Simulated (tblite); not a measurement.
C₈H₁₂ (charge +1 and doublet state).
SMILES with atom numbers: `[CH2+:1][CH:2][C@@:3]12[CH2:4][CH2:5][CH2:6][C@@H:7]1[CH2:8]2` (hydrogens: H9, H10 on C1; H11 on C2; H12, H13 on C4; H14, H15 on C5; H16, H17 on C6; H18 on C7; H19, H20 on C8)

Computed with GFN2-xTB (tblite), gas phase: L-BFGS steps from a force-field or distance-geometry start until the largest atomic force falls under 0.01 eV/Å.

The end geometry, which sets the zero of energy:
```
atom  x, y, z in Å
C1      2.6283    0.6592    0.7851
C2      1.8042   -0.3428    0.4139
C3      0.5448   -0.1913   -0.2589
C4     -0.3108   -1.3888   -0.5417
C5     -1.7574   -0.8985   -0.6245
C6     -1.8235    0.3342    0.2772
C7     -0.4906    0.9925    0.1997
C8      0.2140    1.0480   -1.0794
H9      2.3991    1.7003    0.6247
H10     3.5603    0.4494    1.2815
H11     2.0888   -1.3631    0.6414
H12     0.0131   -1.8894   -1.4592
H13    -0.2037   -2.1263    0.2592
H14    -2.4583   -1.6668   -0.3027
H15    -2.0275   -0.6445   -1.6528
H16    -2.0537    0.0519    1.3081
H17    -2.6087    1.0339   -0.0280
H18    -0.1827    1.6350    1.0126
H19     1.0044    1.7732   -1.2019
H20    -0.3455    0.8445   -1.9828
```

Problem. These geometries come from the run, each turned onto the end geometry. Order them by energy, lowest first.
A.
```
atom  x, y, z in Å
C1      2.7010    0.6331    0.6733
C2      1.7845   -0.3410    0.4972
C3      0.5390   -0.1765   -0.2041
C4     -0.2990   -1.3727   -0.5390
C5     -1.7501   -0.9005   -0.6445
C6     -1.8628    0.3136    0.2743
C7     -0.5344    0.9813    0.2465
C8      0.2122    1.0671   -1.0096
H9      2.5649    1.6275    0.2774
H10     3.6176    0.4507    1.2080
H11     1.9760   -1.3297    0.9029
H12     0.0622   -1.8129   -1.4751
H13    -0.1973   -2.1544    0.2193
H14    -2.4485   -1.6899   -0.3775
H15    -1.9890   -0.6290   -1.6742
H16    -2.1359    0.0179    1.2909
H17    -2.6427    1.0112   -0.0500
H18    -0.2611    1.6223    1.0702
H19     0.9782    1.8246   -1.0853
H20    -0.3202    0.8679   -1.9294
```
B.
```
atom  x, y, z in Å
C1      2.6652    0.6650    0.7242
C2      1.7908   -0.3316    0.4615
C3      0.5442   -0.1938   -0.2397
C4     -0.3064   -1.3886   -0.5490
C5     -1.7533   -0.8977   -0.6443
C6     -1.8375    0.3210    0.2747
C7     -0.5018    0.9744    0.2372
C8      0.2103    1.0553   -1.0378
H9      2.5008    1.6905    0.4303
H10     3.5847    0.4649    1.2478
H11     2.0207   -1.3348    0.7973
H12     0.0245   -1.8747   -1.4721
H13    -0.2111   -2.1415    0.2384
H14    -2.4598   -1.6691   -0.3430
H15    -2.0126   -0.6322   -1.6724
H16    -2.1063    0.0229    1.2913
H17    -2.6051    1.0312   -0.0502
H18    -0.1943    1.5925    1.0680
H19     0.9955    1.7877   -1.1491
H20    -0.3539    0.8693   -1.9416
```
C.
```
atom  x, y, z in Å
C1      2.7505    0.6044    0.6377
C2      1.7594   -0.3093    0.5504
C3      0.5302   -0.1507   -0.1791
C4     -0.2852   -1.3592   -0.5433
C5     -1.7469   -0.9148   -0.6602
C6     -1.8864    0.2872    0.2691
C7     -0.5800    0.9971    0.2527
C8      0.2007    1.0902   -0.9847
H9      2.7100    1.5617    0.1427
H10     3.6530    0.3940    1.1847
H11     1.8963   -1.2884    0.9953
H12     0.0780   -1.7983   -1.4801
H13    -0.1756   -2.1410    0.2136
H14    -2.4299   -1.7162   -0.3823
H15    -1.9909   -0.6170   -1.6844
H16    -2.1363   -0.0165    1.2899
H17    -2.6792    0.9718   -0.0507
H18    -0.3511    1.6664    1.0743
H19     0.9507    1.8663   -1.0372
H20    -0.2728    0.8830   -1.9367
```
D.
```
atom  x, y, z in Å
C1      2.9390   -0.0064    0.2304
C2      1.7175    0.0599    0.7304
C3      0.4696    0.0743   -0.0378
C4     -0.1510   -1.2170   -0.4608
C5     -1.6283   -0.9478   -0.7316
C6     -2.0054    0.2087    0.1889
C7     -0.7833    1.0389    0.3676
C8      0.0747    1.3092   -0.7996
H9      3.1112   -0.0631   -0.8339
H10     3.8128   -0.0217    0.8575
H11     1.5844    0.1011    1.8111
H12     0.3918   -1.6147   -1.3267
H13    -0.0372   -1.9741    0.3230
H14    -2.2403   -1.8275   -0.5413
H15    -1.7846   -0.6872   -1.7828
H16    -2.3627   -0.1686    1.1512
H17    -2.8274    0.8134   -0.2095
H18    -0.6946    1.6568    1.2509
H19     0.7595    2.1435   -0.7361
H20    -0.3509    1.1330   -1.7793
```
E.
```
atom  x, y, z in Å
C1      2.8756    0.4582    0.5123
C2      1.7182   -0.2123    0.6187
C3      0.5189   -0.0492   -0.1780
C4     -0.2419   -1.3010   -0.5278
C5     -1.7213   -0.9425   -0.6879
C6     -1.9373    0.2388    0.2514
C7     -0.6670    1.0170    0.2627
C8      0.1571    1.1794   -0.9556
H9      3.0384    1.2484   -0.2088
H10     3.7096    0.2005    1.1495
H11     1.6513   -1.0177    1.3405
H12     0.1636   -1.7346   -1.4480
H13    -0.1138   -2.0524    0.2589
H14    -2.3693   -1.7833   -0.4395
H15    -1.9518   -0.6732   -1.7227
H16    -2.1749   -0.1217    1.2599
H17    -2.7828    0.8694   -0.0455
H18    -0.4511    1.6843    1.0864
H19     0.8679    1.9949   -0.9301
H20    -0.2946    1.0076   -1.9250
```

Solution. B (0.010 eV), A (0.026 eV), C (0.049 eV), E (0.129 eV), D (0.376 eV).

In the order of the answer:

| step | E above end (eV) | largest force (eV/Å) | rms force component (eV/Å) | rms distance from end (Å) | rms bond change (Å) | bond most changed (Å) |
| --- | --- | --- | --- | --- | --- | --- |
| 76 | 0.010 | 0.08 | 0.022 | 0.074 | 0.001 | C3–C8 -0.003 |
| 66 | 0.026 | 0.11 | 0.040 | 0.132 | 0.002 | C3–C8 -0.005 |
| 60 | 0.049 | 0.15 | 0.054 | 0.196 | 0.004 | C3–C7 +0.016 |
| 51 | 0.129 | 0.27 | 0.077 | 0.391 | 0.009 | C3–C8 -0.024 |
| 17 | 0.376 | 0.06 | 0.021 | 0.816 | 0.010 | C2–C3 +0.030 |

The cost below is that of the whole relaxation. The run took 0.74 s wall on one thread, Arm Neoverse V1 (aarch64), on a shared host.
